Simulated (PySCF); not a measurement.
Static response to an electric field

Species: CH12Si4.
Atom-mapped SMILES: `[CH3:1][Si@H:2]([SiH3:3])[SiH2:4][SiH3:5]` (hydrogens: H6, H7, H8 on C1; H9 on Si2; H10, H11, H12 on Si3; H13, H14 on Si4; H15, H16, H17 on Si5)

Geometry (PBE0-D3(BJ)/def2-SVP, Å), atoms numbered from 1 in this order:
```
atom  x, y, z in Å
C1    -0.6237    1.7656   -0.7508
Si2   -0.7578   -0.1048   -0.5094
Si3   -2.8015   -0.6906    0.4815
Si4    0.9980   -0.8515    0.8577
Si5    3.0495   -0.2934   -0.1331
H6    -1.4205    2.1320   -1.4158
H7    -0.7115    2.2862    0.2149
H8     0.3468    2.0311   -1.1975
H9    -0.6426   -0.8069   -1.8299
H10   -3.9615   -0.1907   -0.3231
H11   -2.9131   -2.1767    0.6100
H12   -2.8852   -0.0866    1.8489
H13    0.8988   -0.1873    2.1983
H14    0.9208   -2.3333    1.0617
H15    3.1640   -0.9769   -1.4590
H16    3.1073    1.1851   -0.3608
H17    4.2143   -0.6898    0.7171
```

Level: PBE0/def2-SVPD (PySCF), static field, nuclei fixed, core orbitals frozen in the response. The polarisability tensor in these axes (au):

```
x   177.12   2.05  -3.74
y     2.05 121.37  -7.85
z    -3.74  -7.85 118.18
```

Give the principal values, the mean and the anisotropy Δα = √{½[(α1 − α2)² + (α2 − α3)² + (α1 − α3)²]}.

Principal values 111.72, 127.47 and 177.47 au; mean 138.89 au = 20.58 Å³ = 22.90 × 10⁻⁴⁰ C²·m²/J; Δα = 59.46 au (43 % of the mean).

What is the dipole moment, and where does it point?

(-0.04, 0.77, -0.27) D, 0.81 D in size, pointing from the negative to the positive side. Measured along this direction, the outermost atoms are H14 at the negative end and H6 at the positive end.

What depolarisation ratio follows for Rayleigh scattering of linearly polarised light, taking the static tensor?

ρ = 3Δα²/(45ᾱ² + 4Δα²) = 10607.1/(868041 + 14142.9) = 0.012.

In a dilute gas of rigid molecules at 250 K, how does the orientational term μ²/3kT compare with the electronic polarisability?

In Gaussian units μ²/3kT = 6.39 Å³ against 20.58 Å³, a ratio of 0.31; the Debye molar polarisation (4π/3)N_A(α + μ²/3kT) is 68.0 cm³/mol, leaving out the vibrational part.

Find the Langevin capture rate constant for H3+ (3.023 u) meeting this molecule (136.002 u), k = 2.342 × 10⁻⁹ cm³/s × √(α in Å³ / reduced mass in u).

The reduced mass is 2.96 u, so k = 6.18 × 10⁻⁹ cm³/s. The formula leaves out the permanent dipole, which adds to the capture rate.

In TDDFT the mean static polarisability is Σ f/ω² over all singlet excitations (ω in hartree). How much of it do the 10 lowest give? Their energies (eV) and oscillator strengths: 6.10, 0.2647; 6.37, 0.2668; 6.57, 0.0290; 6.70, 0.0471; 6.83, 0.0085; 6.89, 0.0133; 6.95, 0.0214; 7.17, 0.0005; 7.29, 0.0142; 7.33, 0.0171.

They add up to 12.52 au, 9.0 % of the 138.89 au; the largest single term is 5.27 au, from the state at 6.10 eV. Terms in order: 5.27, 4.86, 0.50, 0.78, 0.14, 0.21, 0.33, 0.01, 0.20, 0.24 au. Higher excitations give the rest. The strengths listed sum to 0.683.

Directions of the eigenvectors, and the extent of the frame along each?

Largest value along (1.00, 0.05, -0.07), where the nuclei span 8.05 Å; middle along (-0.08, 0.78, -0.62), 5.20 Å; least along (0.02, 0.63, 0.78), 3.56 Å. The response follows the extents in order.

Isolated species at its PBE0-D3(BJ)/def2-SVP geometry (one conformer only).

The run behind these numbers computed excited states and ΔSCF ions as well. The run took 5.5 min of wall time on one thread of an Intel Xeon at 2.50 GHz, on a shared host, and the process peaked at 0.92 GiB of memory.
